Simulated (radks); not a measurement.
Problem. The mean radii <r> (bohr) of the occupied orbitals of an atom or ion are listed with their occupations. Calculated with a radial shooting solver on a logarithmic mesh with Libxc functionals: scalar-relativistic Kohn-Sham, PBEsol, spin-polarised, spherical densities, point nucleus.

| orbital | occ. | <r> |
|---|---|---|
| 1s down | 1 | 0.05623 |
| 1s up | 1 | 0.05623 |
| 2s up | 1 | 0.2558 |
| 2s down | 1 | 0.2555 |
| 2p up | 3 | 0.2252 |
| 2p down | 3 | 0.2249 |
| 3s up | 1 | 0.7744 |
| 3s down | 1 | 0.7764 |
| 3p up | 3 | 0.8157 |
| 3p down | 3 | 0.8193 |
| 3d up | 5 | 1.007 |
| 3d down | 2 | 1.041 |

Name the element and its charge. Open shells, if any, are filled with parallel spins first.

Solution. Z = 27, cobalt, charge +2: Co2+ in [Ar] 3d7. The 1s radius gives Z: for a bare nucleus <r> = (2 gamma + 1)/(2Z) with gamma = sqrt(1 - (Z/c)^2), 0.05483 bohr for Z = 27, and screening makes it slightly larger (0.05623 here). The occupations add up to 25, and the charge is Z minus that.
